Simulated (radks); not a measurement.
Zn III, configuration [Ne] 3s2 3p5.5 3d10 4d0.5 (fractional occupations, a model configuration). All-electron calculation, Dirac Kohn-Sham, PBE, spin-unpolarised, spherical densities, finite nucleus; open shells fill j = l - 1/2 first; Fermi nuclear charge, rms radius 3.9283 fm. Program: a radial shooting solver on a logarithmic mesh with Libxc functionals.

Spin-orbit splittings of the eigenvalues, e(l+1/2) - e(l-1/2), with zeta = 2 splitting/(2l+1) and mean radii in bohr:

shell  occ.  splitting (eV)  zeta (eV)  <r> j=l-1/2  <r> j=l+1/2
2p        6           23.90      15.93       0.1958       0.1993
3p      5.5           3.084      2.056       0.7027       0.7132
3d       10          0.3802     0.1521       0.8437       0.8493
4d      0.5         0.01667   0.006668        4.156        4.166
